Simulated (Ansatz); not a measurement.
Molecule: C3H4N (charge 0, doublet). It need not be the lowest isomer of its formula. 
Coordinates optimised at B3LYP-D3(BJ)/def2-TZVP (Ansatz, a quantum-chemistry and plane-wave program):
SMILES: C[CH][N+]#[C-]
```xyz
8

C     -1.5792     0.1486    -0.0893
C     -0.2734    -0.4526    -0.4641
N      0.8589    -0.0212     0.1045
C      1.8402     0.3806     0.6239
H     -1.5948     1.2231    -0.3001
H     -1.7743     0.0335     0.9821
H     -2.3891    -0.3243    -0.6418
H     -0.1800    -1.2434    -1.1948
```
Charge 0, spin multiplicity 2.

Total electronic energies in hartree. Correlated levels leave the core frozen unless marked. Open shells are spin-unrestricted. No spin-orbit coupling. Non-relativistic. Basis-set limits of correlation are two-point, X^-3; Hartree-Fock from the larger set. [CCSD(T)-MP2]/basis is that difference in the basis named.

| level | program | energy (Eh) |
|---|---|---|
| HF/STO-3G | Ansatz | -168.18582 |
| HF/cc-pVDZ | Ansatz | -170.32564 |
| HF/cc-pVQZ | Ansatz | -170.38296 |
| RI-HF/cc-pVQZ | Ansatz | -170.38288 |
| PBE/def2-TZVPD | Ansatz | -171.22105 |
| revPBE/def2-TZVPD | Ansatz | -171.39772 |
| r2SCAN/def2-TZVPD | Ansatz | -171.34190 |
| B97M-V/def2-TZVPD | Ansatz | -171.43644 |
| PBE0/STO-3G | Ansatz | -169.02237 |
| PBE0/def2-TZVP | Ansatz | -171.23289 |
| r2SCANh/def2-TZVPD | Ansatz | -171.33301 |
| r2SCAN0-D4/def2-TZVPD | Ansatz + dftd4 | -171.32183 |
| wB97M-V/def2-TZVPD | Ansatz | -171.37016 |
| wB97X-V/def2-TZVPD | Ansatz | -171.38730 |
| RPA@PBE/cc-pVTZ | Ansatz | -171.38830 |
| RPA@PBE/cc-pVQZ | Ansatz | -171.47557 |
| MP2/6-31G* | Ansatz | -170.80977 |
| RI-MP2/CBS(aug-cc-pVTZ,aug-cc-pVQZ) | Ansatz | -171.0906 |
| RI-MP2/CBS(cc-pVTZ,cc-pVQZ) | Ansatz | -171.0894 |
| SCS-MP2/6-31G* | Ansatz | -170.79965 |
| SCS-MP2/cc-pwCVTZ | Ansatz | -171.01243 |
| CCSD(T)/STO-3G | Ansatz | -168.44033 |
| RI-MP2/CBS(aug-cc-pVTZ,aug-cc-pVQZ)+[CCSD(T)-MP2]/aug-cc-pVTZ | Ansatz | -171.1563 |

Totals of different functionals don't rank their quality; only differences between species are comparable.
